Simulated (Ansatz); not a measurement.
Two isomers of CH7N3Si: A = `N/C=N/[SiH2]N`, B = `N=C(N)[SiH2]N`.

Computed with Ansatz on PBE0-D4/def2-TZVP structures; ΔE is electronic, products minus reactants. CCSD(T)/CBS adds triple-zeta CCSD(T) − MP2 to the extrapolated MP2 energy (def2 sets, frozen cores). Functionals use def2-TZVPP. Each species was taken in one conformer, which may not be the lowest.

Problem. Which is lower in electronic energy at CCSD(T)/CBS, and by how much? (An estimate is asked.)

Solution. The calculation gave: A, by 69.2 kJ/mol.

Problem. Give E(B) − E(A) in kJ/mol with HF/def2-TZVPP, r2SCAN-D4, ωB97M-V, CCSD/def2-TZVPP, MP2/def2-TZVPP, PBE0-D4, CCSD(T)/def2-TZVPP. (Estimate.)

Solution. Ansatz gave: HF/def2-TZVPP 87.3, r2SCAN-D4 70.1, ωB97M-V 70.1, CCSD/def2-TZVPP 71.9, MP2/def2-TZVPP 74.6, PBE0-D4 67.4, CCSD(T)/def2-TZVPP 69.7. None reverses the order clearly.

Largest T1 diagnostic: 0.013.

From PBE to PBE0 (25 % exact exchange), in def2-TZVPP and without D4, E(B) − E(A) moves by +4.6 kJ/mol. The D4 term adds −3.3 kJ/mol with B3LYP and −1.7 kJ/mol with PBE0; it sums over pairs of atoms, weighted by their polarisabilities, and B3LYP, whose exchange is more repulsive, gets the larger term.

B3LYP here is the variant with VWN-RPA as its local correlation; programs differ in this.
